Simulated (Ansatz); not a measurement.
[Se3]2- (Se3²⁻), relaxed as a singlet with RKS r2SCAN-D4/def2-TZVPD in Ansatz, starting from the GFN2-xTB (ALPB water) geometry. Force threshold 0.02 eV/Å.

A multiply charged anion in the gas phase is held together partly by the finite basis. The highest occupied level of the charge -2 singlet lies above zero (up to 4.45 eV). The electron is either unbound and held by the finite basis, or the level is raised by self-interaction error.

Start:

```xyz
3

Se    1.489    0.345    1.242
Se   -0.653    0.489    0.335
Se   -0.836   -0.834   -1.576
```

(1) Estimate the energy that the relaxation releases and the steps that it takes.

(2) Does the start keep its bonding and symmetry?

(3) Predict the relaxed structure.

Results:

(1) 4.5 kJ/mol, in 3 steps; 8 s on 4 threads of Arm Neoverse V1 on a shared host. No frequencies were taken in this run, so the end may be a saddle point.

(2) By distances, no bond broke or formed. The bond that changes most is Se2–Se3, from 2.33 to 2.39 Å (atoms count from 1). Point group C2v at the start, C2v at the end, both within 0.05 Å.

(3) 
```xyz
3

Se    1.537    0.376    1.308
Se   -0.643    0.481    0.329
Se   -0.894   -0.857   -1.638
```
Bond lengths: 2 × Se–Se 2.39 Å.
